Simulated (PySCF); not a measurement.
Simulation results for Al₂BH₇Si, CH₆AlBN, CH₄BFSi

Calculation on a computer-drawn molecule: the log of a Hartree-Fock and frozen-core CCSD(T) single point meant for a local Hartree-Fock minimum, with one planted fault or none, to be diagnosed. Offsets are logged minus clean, where the clean run is the same molecule without the fault. The reference is restricted for singlets and unrestricted otherwise, and also for a bond in bohr or an excited solution. Adding or removing an electron swaps singlet and doublet. The excited solution moves the top pair (singlet) or top alpha electron (doublet) to the lowest empty orbital. Highest occupied and lowest empty are orbital energies over both spins, largest force is the largest gradient component, triples share is (T) over the correlation energy, the T1 limit is 0.02 restricted and 0.045 unrestricted, electrons count all cores, a negative frequency is imaginary (commonest isotopes), and the dipole is about the centre of nuclear charge. Program: PySCF 2.14.0.

Common to all runs: meant charge 0; meant basis cc-pV(D+d)Z; logged SCF converged yes; possible faults no fault, one electron removed, one electron added, multiplicity raised by two, geometry at a saddle point, SCF held on an excited solution, minimal basis STO-3G, one bond length entered in bohr, all coordinates scaled.

(1) Al₂BH₇Si

Logged structure:
```xyz
11
Al2BH7Si
Al     0.4388     1.4400    -1.0970
B     -0.9336    -0.0570    -0.4656
Al    -2.7399    -0.5140    -1.4907
Si    -0.4483    -1.1735     1.1690
H      0.2657     2.9345    -0.5948
H      1.6311     1.0887    -2.0816
H     -4.0730     0.2664    -1.1308
H     -2.7733    -1.6178    -2.6286
H     -1.6136    -1.7224     1.9103
H      0.3308    -2.3190     0.6233
H      0.4030    -0.4713     2.1645
```

- meant multiplicity: 1
- logged electrons: 52
- logged basis functions: 118
- logged spin squared: 2.0346
- logged highest occupied: -7.9672 eV
- logged lowest empty: -0.93808 eV
- logged largest force: 0.018577 hartree/bohr
- logged T1 diagnostic: 0.017384
- logged D1 diagnostic: 0.052603
- logged triples share: 0.027771
- logged CC converged: yes
- logged dipole magnitude: 0.91644 debye
- logged SCF stable within its kind: yes
- logged energy HF: -801.40653 hartree
- logged energy CCSD(T): -801.79548 hartree
- planted fault: ?

Drawn bonds:
```
atom  other atom  order
   1           2      1
   2           3      1
   2           4      1
   1           5      1
   1           6      1
   3           7      1
   3           8      1
   4           9      1
   4          10      1
   4          11      1
```

(2) CH₆AlBN

Logged structure:
```xyz
10
CH6AlBN
B     -1.1136     0.8196    -0.7275
Al    -1.3847     2.3024     0.7933
N     -1.0619     2.1149     2.5292
C     -0.5665     0.9700     3.2735
H     -0.1035     0.7714    -1.3806
H     -2.0258     0.1234    -1.0914
H     -1.2330     2.8932     3.1406
H     -0.3842     0.1324     2.5972
H     -1.2817     0.6278     4.0288
H      0.3779     1.1868     3.7836
```

* meant multiplicity: 2
* logged electrons: 37
* logged basis functions: 95
* logged spin squared: 1.099
* logged highest occupied: -5.75 eV
* logged lowest empty: -0.65057 eV
* logged largest force: 0.047884 hartree/bohr
* logged dipole magnitude: 4.4703 debye
* logged SCF stable within its kind: no
* logged energy HF: -362.29788 hartree
* planted fault: ?

Drawn bonds:
```
atom  other atom  order
   1           2      1
   2           3      1
   3           4      1
   1           5      1
   1           6      1
   3           7      1
   4           8      1
   4           9      1
   4          10      1
```

Notes: coupled-cluster numbers left out as unreliable.

(3) CH₄BFSi

Logged structure:
```xyz
8
CH4BFSi
C      0.1808     2.1567    -0.1274
Si     0.0561     0.2455    -0.2598
B      0.2846    -0.1566     1.7482
F      1.4990    -0.4005     2.2595
H      0.0315     2.6489    -1.0899
H      1.1743     2.4342     0.2492
H     -0.5471     2.5611     0.5861
H     -0.6323    -0.2307     2.5313
```

- meant multiplicity: 1
- logged electrons: 38
- logged basis functions: 85
- logged spin squared: 0
- logged highest occupied: -8.3289 eV
- logged lowest empty: 0.69319 eV
- logged largest force: 2.054e-05 hartree/bohr
- logged lowest frequency: 77.546 cm⁻¹
- logged T1 diagnostic: 0.015447
- logged D1 diagnostic: 0.051684
- logged triples share: 0.025508
- logged CC converged: yes
- logged dipole magnitude: 1.4279 debye
- logged SCF stable within its kind: yes
- logged energy HF: -453.23775 hartree
- logged energy CCSD(T): -453.79089 hartree
- planted fault: ?

Drawn bonds:
```
atom  other atom  order
   1           2      1
   2           3      1
   3           4      1
   1           5      1
   1           6      1
   1           7      1
   3           8      1
```

**Q.** Which fault was planted in the run of Al₂BH₇Si (entry 1)?
**A.** multiplicity raised by two

**Q.** Give the missing planted fault for CH₆AlBN (entry 2).
**A.** SCF held on an excited solution

**Q.** Which fault was planted in the run of CH₄BFSi (entry 3)?
**A.** no fault

Further results for Al₂BH₇Si (entry 1):

- HF energy offset from clean run: 35.59 kcal/mol
- CCSD(T) energy offset from clean run: 40.07 kcal/mol

Further results for CH₆AlBN (entry 2):

* HF energy offset from clean run: 50.34 kcal/mol

Further results for CH₄BFSi (entry 3):

- HF energy offset from clean run: 0 kcal/mol
- CCSD(T) energy offset from clean run: 0 kcal/mol
